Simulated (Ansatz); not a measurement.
F$_{2}$H$_{3}$O$_{3}$Ta (`[OH][Ta]([OH])([OH])([F])[F]`). Charge 0, multiplicity 1. Ta: def2 effective core potential. Geometry: relaxed with PBE0-D4/def2-TZVP. It is one conformer, not always the lowest.

```xyz
9

O     1.095   -0.606   -1.261
Ta    0.158    0.087    0.245
O    -0.453   -1.606    0.741
O    -1.612    0.747    0.013
F     1.068    0.391    1.855
F     0.750    1.817   -0.334
H     1.542    0.003   -1.856
H    -0.808   -2.474    0.908
H    -1.740    1.642   -0.311
```

Question: What is the dipole moment at ωB97M-V/def2-TZVPP? (Estimate.)

Answer: The calculation gave: 1.91 D, with components (-1.08, -1.11, -1.11) D in this frame, pointing from negative to positive charge.

Question: And with PBE, r2SCAN, B3LYP? (Estimate.)

Answer: Ansatz gave: PBE 1.90 D, r2SCAN 1.92 D, B3LYP 1.95 D.

Question: Give the Mulliken charges with ωB97M-V, r2SCAN, B3LYP in def2-TZVPP. (An estimate is asked.)

Answer: Computed: 
| atom | ωB97M-V | r2SCAN | B3LYP |
| --- | --- | --- | --- |
| O1 | -0.37 | -0.41 | -0.39 |
| Ta2 | 1.20 | 1.27 | 1.24 |
| O3 | -0.35 | -0.40 | -0.38 |
| O4 | -0.37 | -0.41 | -0.39 |
| F5 | -0.30 | -0.31 | -0.31 |
| F6 | -0.37 | -0.38 | -0.38 |
| H7 | 0.20 | 0.22 | 0.21 |
| H8 | 0.17 | 0.20 | 0.19 |
| H9 | 0.20 | 0.22 | 0.21 |

B3LYP here is the variant with VWN-RPA as its local correlation; programs differ in this.
